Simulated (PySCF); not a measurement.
C3H9GeN, SMILES [CH2]1N[CH2][GeH]1[CH3].

Coordinates come from a PBE0-D3(BJ)/def2-SVP optimisation. The structure was generated by enumeration, and PubChem lists no compound with its InChIKey, so it may never have been made.

Two levels are set side by side: PBE/def2-TZVP (PySCF) and HF/def2-TZVP (PySCF). Same geometry, gas phase. Differences are taken from unrounded values.

```tsv
quantity	PBE
orbital gap (eV)	4.87
highest occupied level (eV)	-4.83
lowest empty level (eV)	0.04
dipole moment (D)	1.39
mean polarisability (bohr³)	76.1
```

Q: These are the PBE values. What does HF give? (Estimate from the structure and the level; the computed values follow.)

A: 
```csv
quantity,HF,PBE minus HF
orbital gap (eV),13.35,-8.47
highest occupied level (eV),-9.76,4.93
lowest empty level (eV),3.59,-3.55
dipole moment (D),1.57,-0.19
mean polarisability (bohr³),69.2,6.8
```

Without exact exchange PBE keeps part of each electron's self-repulsion, which lifts occupied levels and narrows the gap. Loosely held outer electrons make PBE densities more polarisable. Differences between two approximate levels are no errors against the true value.

Rough cost on one machine, each run with all the roots and properties that it gave: HF against PBE about 1/3.
